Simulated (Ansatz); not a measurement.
```yaml
crystal:
  periodic: [false, false, false]
  atoms:
    - {symbol: Al, position_ang: [-1.268485, 1.598634, -0.993935]}
    - {symbol: Si, position_ang: [0.234481, -0.335352, -0.808052]}
    - {symbol: Si, position_ang: [0.847462, -0.828886, 1.399083]}
    - {symbol: Cl, position_ang: [-0.664781, -2.041129, -1.597444]}
    - {symbol: H, position_ang: [-2.773928, 1.412159, -1.452905]}
    - {symbol: H, position_ang: [-0.708750, 3.034168, -0.608094]}
    - {symbol: H, position_ang: [1.493720, -0.122398, -1.580858]}
    - {symbol: H, position_ang: [1.703615, -2.042646, 1.458012]}
    - {symbol: H, position_ang: [-0.372657, -1.054444, 2.219975]}
    - {symbol: H, position_ang: [1.592423, 0.328694, 1.967217]}
basis:
  gaussian: {orbitals: pcseg-2}
hamiltonian: {xc: {name: PBEsol}, dispersion: d3bj}
scf: {lower_state_search: off}
```

```sh
$ ansatz run in.yaml --threads 2 --pin off --events-out ev --progress --plain --max-ram 4352MiB
```

It prints (some lines left out):

```
Functional definition: PBEsol
1358 factors; their error is unknown
mean field evaluation 1: about -34893.5493 eV, gradient 2.5e1 eV
mean field evaluation 2: about -34894.3920 eV, gradient 2.1e1 eV
mean field evaluation 4: about -34895.8787 eV, gradient 1.7e0 eV
mean field evaluation 8: about -34895.8856 eV, gradient 2.9e-2 eV
mean field evaluation 16: about -34895.8366 eV, gradient 7.9e-5 eV
mean field -34895.83657240 eV, -1282.3983407880 hartree, gradient 4.6e-6 eV, S^2 0.000000; 0 other end points of the search recorded, 0 dependent functions left out
reference -34895.83663899 eV, -1282.3983432353 hartree; 32, 32 occupied and 188, 188 virtual orbitals, 1358 factors
Total energy: -34895.96548587 eV, -1282.4030782706 hartree
Checks for a lower state left out: stability, starts, cluster_reference, orbital_swaps, neighbouring_geometries, increment
```

Hardware: 2 threads of an Arm Neoverse V1 on a shared host. Wall time 2 s, peak host memory 0.54 GiB.
